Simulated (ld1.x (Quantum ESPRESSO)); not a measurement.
## Before and after: TM potential for vanadium

V (Z = 23), norm-conserving Troullier–Martins (Kleinman–Bylander form), made with ld1.x (Quantum ESPRESSO) 7.5 (LDA (PZ), scalar-relativistic). Core [Ar], reference 3d3 4s0 4p0 (charge +2). Waves: 4p (bound, empty): rc 2.40 bohr; 3d (bound): rc 1.60 bohr; 4s (bound, empty): rc 2.65 bohr. Local part: the s channel. Core correction: a·sin(br)/r model core inside 1.45 bohr.

All-electron outer shells of the reference configuration (LDA (PZ), scalar-relativistic, ld1.x):

```json
{"shell": "3p", "level (eV)": "-60.57", "outermost node (bohr)": "0.35", "outermost maximum (bohr)": "0.84"}
{"shell": "3d", "level (eV)": "-21.59", "outermost node (bohr)": "–", "outermost maximum (bohr)": "0.88"}
{"shell": "4s", "level (eV)": "-17.89", "outermost node (bohr)": "1.16", "outermost maximum (bohr)": "2.43"}
{"shell": "4p", "level (eV)": "-12.94", "outermost node (bohr)": "1.27", "outermost maximum (bohr)": "2.86"}
```

Change: wave 4p (bound): rc 2.40 bohr becomes 4p (bound): rc 1.98 bohr.

Cutoffs: the cutoffs (Ry, on a coarse ladder) from which the occupation-weighted sum of valence levels, in a spherical-Bessel basis at the reference potential, stays within 10 and 1 mRy of its value at 400 Ry; they do not see the model core or the augmentation charge, which bear on the density cutoff. Errors are all-electron minus pseudo energies relative to the spin-unpolarised reference configuration.

Task: Predict the effect on cutoff, ghosts and configuration errors.

Result: The potential gets neither clearly harder nor softer (80 Ry and 100 Ry → 80 Ry and 100 Ry); a bound ghost appears in p, which as a rule spoils a file; the number of tests with a reliable result goes from 8 to 4; of the 4 tests that both files solve, the error grows in 0 and shrinks in 1 by more than 15 % and 0.3 meV (median size 362.3 → 335.4 meV).

```csv
quantity,base,changed
"cutoff, loose",80 Ry,80 Ry
"cutoff, tight",100 Ry,100 Ry
bound ghosts,none,p
tests with a reliable result,8 of 9,4 of 9
"error for 3d3 4s0 4p2, meV [ΔE -15.49 eV]",-5.8,-4.9
"error for 3d4 4s1 4p0, meV [ΔE -21.95 eV]",-193,-193
"error for 3d2 4s2 4p1, meV [ΔE -16.58 eV]",-531,-477
"error for 3d3 4s0 4p0 (spin-polarised), meV [ΔE -1.84 eV]",+752,+752
s: phases at 2.92 bohr within 0.05 rad from the reference energy up to (Ry; the scan ends near 5),1.1,1.1
p: phases at 2.92 bohr within 0.05 rad from the reference energy up to (Ry; the scan ends near 5),3.6,2.7
d: phases at 2.92 bohr within 0.05 rad from the reference energy up to (Ry; the scan ends near 5),-0.7,-0.7
```

 A true bound ghost makes a file unfit for plane-wave use even where its test errors are small: the radial tests pick states by their node count and pass the ghost by.
